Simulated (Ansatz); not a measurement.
One change: `BSC(=C)CF` becomes `BSC(=C)[SiH3]`.

Ansatz, PBE0-D4/def2-TZVP geometries, multiplicity 1. Each molecule was computed in one conformer, which needn't be the lowest.

```tsv
property	`BSC(=C)CF`
HOMO–LUMO gap (PBE/def2-TZVPP) / eV	3.42
HOMO–LUMO gap (PBE0/def2-TZVPP) / eV	5.57
LUMO energy (B3LYP/def2-TZVPP) / eV	-1.58
size of the dipole moment (ωB97M-V/def2-TZVPP) / D	1.44
HOMO energy (B3LYP/def2-TZVPP) / eV	-6.72
HOMO–LUMO gap (ωB97M-V/def2-TZVPP) / eV	9.84
```

**Question.** What does the change do to each property? (An estimate is asked.)

**Answer.** Computed: 
| property | `BSC(=C)[SiH3]` | shift |
| --- | --- | --- |
| HOMO–LUMO gap (PBE/def2-TZVPP) / eV | 4.01 | 0.59 |
| HOMO–LUMO gap (PBE0/def2-TZVPP) / eV | 5.92 | 0.35 |
| LUMO energy (B3LYP/def2-TZVPP) / eV | -1.66 | -0.08 |
| size of the dipole moment (ωB97M-V/def2-TZVPP) / D | 1.18 | -0.26 |
| HOMO energy (B3LYP/def2-TZVPP) / eV | -7.17 | -0.45 |
| HOMO–LUMO gap (ωB97M-V/def2-TZVPP) / eV | 9.95 | 0.11 |

With PBE0 the HOMO falls by 0.45 eV and the LUMO falls by 0.11 eV, so the gap widens by about 0.34 eV. PBE moves the HOMO by -0.70 eV and ωB97M-V by -0.33 eV. Dipoles are sizes alone; their direction can turn.

Positive LUMOs are unbound, so they and the gaps depend on the basis.

B3LYP here is the variant with VWN-RPA as its local correlation; programs differ in this.
